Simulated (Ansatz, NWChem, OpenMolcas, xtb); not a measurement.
# A ladder of methods for MoO3 (molybdenum trioxide)

MoO3: 4 atoms, total charge 0, spin state singlet. As SMILES, `[O]=[Mo](=[O])=[O]`. The shape is that of a PBE0-D4/def2-TZVP optimisation.

Quantity: the HOMO–LUMO gap, in eV. The values are calculated.

| level | kind | program | value (eV) | CPU time |
| --- | --- | --- | --- | --- |
| GFN0-xTB | semi-empirical | xtb | 3.98 | under 2 s |
| HF/def2-SVPD (core potential) | Hartree–Fock | NWChem | 11.09 | 25 s |
| SVWN5/def2-SVPD (core potential) | LDA | NWChem | 2.06 | 21 s |
| revPBE/def2-SVPD (core potential) | GGA | OpenMolcas | 2.12 | 42 s |
| r2SCAN/def2-SVPD (core potential) | meta-GGA | Ansatz | 2.64 | 15 s |
| M06-2X/def2-SVPD (core potential) | hybrid meta-GGA | NWChem | 6.69 | 33 s |
| wB97X/def2-SVPD (core potential) | range-separated hybrid | Ansatz | 8.97 | 42 s |
| B2PLYP/def2-SVPD (core potential) | double hybrid | NWChem | 6.84 | 28 s |

The values span 2.06 to 11.09 eV. Orbital gaps aren't excitation energies, and those of double hybrids come from the SCF part alone; they tend to grow with the share of exact exchange. Times are those of the runs behind each value, whatever else they computed, on shared processors of several kinds: orders of magnitude only.
